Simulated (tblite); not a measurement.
C7H10Cl2Si.
Atom-mapped SMILES: `[CH2:1]=[CH:2][CH2:3][Si@H:4]([Cl:5])[C:6]1=[C:7]([Cl:8])[CH2:9][CH2:10]1` (hydrogens: H11, H12 on C1; H13 on C2; H14, H15 on C3; H16 on Si4; H17, H18 on C9; H19, H20 on C10)

Computed with GFN2-xTB (tblite), gas phase: L-BFGS steps from a force-field or distance-geometry start until the largest atomic force falls under 0.01 eV/Å.

Step 22: E = -840.4504 eV
```
atom  x, y, z in Å  |  force x, y, z in eV/Å
C1      3.1239   -0.3041    1.3463   -0.001   0.008  -0.002
C2      1.8908   -0.6691    1.0474   -0.018   0.012   0.003
C3      1.5131   -1.4481   -0.1666   -0.014  -0.005   0.012
Si4     0.4117   -0.4695   -1.3861    0.003  -0.005  -0.045
Cl5     1.4451    1.0934   -2.1554   -0.009  -0.014   0.031
C6     -1.1074    0.2494   -0.5598    0.025   0.000  -0.023
C7     -2.0210   -0.1662    0.3290    0.022   0.015  -0.025
Cl8    -2.2524   -1.6075    1.2031    0.036  -0.042   0.011
C9     -2.8406    1.0846    0.3220   -0.014   0.042  -0.004
C10    -1.8071    1.5928   -0.7106    0.015  -0.011  -0.001
H11     3.9579   -0.5595    0.7127    0.000   0.004  -0.003
H12     3.3562    0.2586    2.2343   -0.010   0.007  -0.009
H13     1.0690   -0.3999    1.6988    0.000  -0.008  -0.002
H14     0.9607   -2.3383    0.1375   -0.006  -0.011   0.027
H15     2.4155   -1.7838   -0.6797   -0.003  -0.008  -0.005
H16     0.0306   -1.3556   -2.4931   -0.007   0.029   0.005
H17    -3.8541    0.9751   -0.0568   -0.033  -0.014   0.012
H18    -2.8614    1.6327    1.2609   -0.020   0.007   0.038
H19    -1.2216    2.4498   -0.3843   -0.004  -0.027  -0.044
H20    -2.2141    1.7759   -1.7029    0.041   0.021   0.023
```

Step 23: E = -840.4510 eV
```
atom  x, y, z in Å  |  force x, y, z in eV/Å
C1      3.1208   -0.3025    1.3436    0.008   0.014   0.002
C2      1.8880   -0.6698    1.0460   -0.010   0.022   0.001
C3      1.5097   -1.4502   -0.1668    0.004  -0.016   0.022
Si4     0.4119   -0.4696   -1.3864    0.024   0.002  -0.054
Cl5     1.4519    1.0910   -2.1508   -0.009  -0.008   0.028
C6     -1.1042    0.2505   -0.5587    0.014  -0.005  -0.011
C7     -2.0175   -0.1661    0.3300    0.009   0.010  -0.016
Cl8    -2.2483   -1.6085    1.2034    0.037  -0.033   0.007
C9     -2.8383    1.0840    0.3225   -0.024   0.028   0.010
C10    -1.8052    1.5927   -0.7094    0.006  -0.012  -0.001
H11     3.9572   -0.5584    0.7128   -0.018   0.003  -0.004
H12     3.3513    0.2650    2.2292   -0.011   0.000  -0.006
H13     1.0662   -0.3987    1.6965   -0.001  -0.007   0.000
H14     0.9574   -2.3395    0.1381   -0.022  -0.020   0.031
H15     2.4120   -1.7880   -0.6781    0.006  -0.008  -0.014
H16     0.0313   -1.3506   -2.4965   -0.013   0.018  -0.002
H17    -3.8519    0.9740   -0.0549   -0.043  -0.023  -0.007
H18    -2.8628    1.6319    1.2609   -0.002   0.015   0.054
H19    -1.2225    2.4508   -0.3830    0.010  -0.016  -0.045
H20    -2.2122    1.7729   -1.7016    0.035   0.034   0.006
```

Task: Estimate the geometry and energy of step 24. (The exact step hangs on the optimiser's Hessian estimate; all steps are aligned on step 23, rigid shifts and turns removed.)

Result: E = -840.4516 eV, largest force 0.055 eV/Å
```
atom  x, y, z in Å  |  force x, y, z in eV/Å
C1      3.1173   -0.3005    1.3406    0.009   0.018   0.004
C2      1.8848   -0.6702    1.0444    0.001   0.025  -0.004
C3      1.5061   -1.4529   -0.1666    0.018  -0.024   0.024
Si4     0.4126   -0.4698   -1.3875    0.038   0.004  -0.037
Cl5     1.4593    1.0882   -2.1452   -0.002   0.007   0.020
C6     -1.1005    0.2517   -0.5576   -0.004  -0.011   0.003
C7     -2.0135   -0.1659    0.3309   -0.008   0.001   0.002
Cl8    -2.2429   -1.6101    1.2037    0.039  -0.014  -0.004
C9     -2.8362    1.0837    0.3232   -0.025   0.001   0.024
C10    -1.8031    1.5923   -0.7081   -0.007  -0.007  -0.001
H11     3.9560   -0.5573    0.7128   -0.033   0.002  -0.006
H12     3.3456    0.2722    2.2235   -0.008  -0.004  -0.001
H13     1.0631   -0.3974    1.6940   -0.003  -0.004   0.004
H14     0.9534   -2.3413    0.1394   -0.030  -0.021   0.031
H15     2.4083   -1.7927   -0.6766    0.010  -0.008  -0.018
H16     0.0318   -1.3449   -2.5004   -0.020   0.002  -0.017
H17    -3.8501    0.9723   -0.0531   -0.038  -0.028  -0.019
H18    -2.8643    1.6313    1.2619    0.014   0.016   0.051
H19    -1.2234    2.4517   -0.3823    0.029   0.002  -0.038
H20    -2.2095    1.7701   -1.7001    0.022   0.044  -0.019
```

The energy changes by -0.0006 eV. The first-order estimate −F·Δx gives -0.0008 eV and the mean of the old and new forces, exact on a quadratic surface, -0.0006 eV. The step makes an angle of 76° with the force vector and moves no atom by more than 0.011 Å.

What follows is the cost of the whole relaxation. Hardware: one thread, Intel Xeon at 2.50 GHz (x86_64), shared host. Cost: 3.4 s wall, 2.9 s CPU.
